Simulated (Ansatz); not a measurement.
C$_{2}$H$_{3}$OSi (`[C]#C[SiH2]O`) radical, charge 0, multiplicity 2.

**Question.** Give a relaxed structure at PBE0-D4/def2-TZVP (Ansatz 0.2.0). (Best estimate.)

**Answer.** Ansatz gave: 
```xyz
7

C    -0.607   -2.555    0.144
C    -0.431   -1.370   -0.047
Si   -0.182    0.430   -0.292
O     1.254    0.919    0.326
H    -1.333    1.106    0.356
H    -0.132    0.720   -1.739
H     1.431    0.749    1.252
```
